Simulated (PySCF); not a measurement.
H9NSi4, SMILES N1[SiH2][SiH2][SiH2][SiH2]1.

Coordinates come from a PBE-D3(BJ)/def2-SVP optimisation. This is a generated structure with no PubChem entry under its InChIKey; it may be hypothetical.

Calculation: PBE-D3(BJ)/def2-SVP run with PySCF.

Frequencies are harmonic and unscaled.

| mode | ν (cm⁻¹) | IR (km/mol) | moving atoms (share of kinetic energy) |
|---|---|---|---|
| 1 | 36 | 2.1 | N 46 %, H 34 %, Si 19 % |
| 2 | 59 | 0.0 | Si 65 %, H 35 % |
| 3 | 189 | 2.0 | Si 72 %, H 25 % |
| 4 | 297 | 0.9 | Si 52 %, N 30 %, H 19 % |
| 5 | 322 | 8.6 | H 80 %, Si 15 % |
| 6 | 355 | 3.2 | H 73 %, Si 24 % |
| 7 | 364 | 32.0 | H 83 %, Si 14 % |
| 8 | 402 | 0.1 | Si 87 %, H 13 % |
| 9 | 414 | 20.3 | Si 62 %, H 35 % |
| 10 | 421 | 26.7 | H 79 %, Si 19 % |
| 11 | 443 | 3.2 | Si 79 %, H 21 % |
| 12 | 521 | 0.6 | H 72 %, Si 28 % |
| 13 | 589 | 32.2 | H 83 %, Si 16 % |
| 14 | 597 | 0.3 | H 55 %, Si 30 %, N 15 % |
| 15 | 608 | 15.1 | H 85 %, Si 13 % |
| 16 | 617 | 3.1 | H 67 %, N 20 %, Si 14 % |
| 17 | 682 | 16.0 | H 89 %, Si 10 % |
| 18 | 683 | 44.1 | H 84 %, N 12 % |
| 19 | 703 | 14.4 | H 94 % |
| 20 | 748 | 101.8 | H 83 %, Si 16 % |
| 21 | 844 | 431.8 | H 75 %, Si 16 %, N 9 % |
| 22 | 864 | 78.4 | H 96 % |
| 23 | 882 | 1.5 | H 91 % |
| 24 | 899 | 227.7 | H 41 %, N 39 %, Si 20 % |
| 25 | 939 | 90.2 | H 90 %, N 8 % |
| 26 | 959 | 0.4 | H 92 % |
| 27 | 1140 | 64.1 | H 69 %, N 28 % |
| 28 | 2114 | 241.5 | H 97 % |
| 29 | 2116 | 7.0 | H 96 % |
| 30 | 2130 | 161.3 | H 97 % |
| 31 | 2133 | 93.4 | H 97 % |
| 32 | 2144 | 124.1 | H 98 % |
| 33 | 2146 | 11.7 | H 97 % |
| 34 | 2161 | 37.6 | H 96 % |
| 35 | 2165 | 129.9 | H 96 % |
| 36 | 3478 | 35.5 | H 93 % |
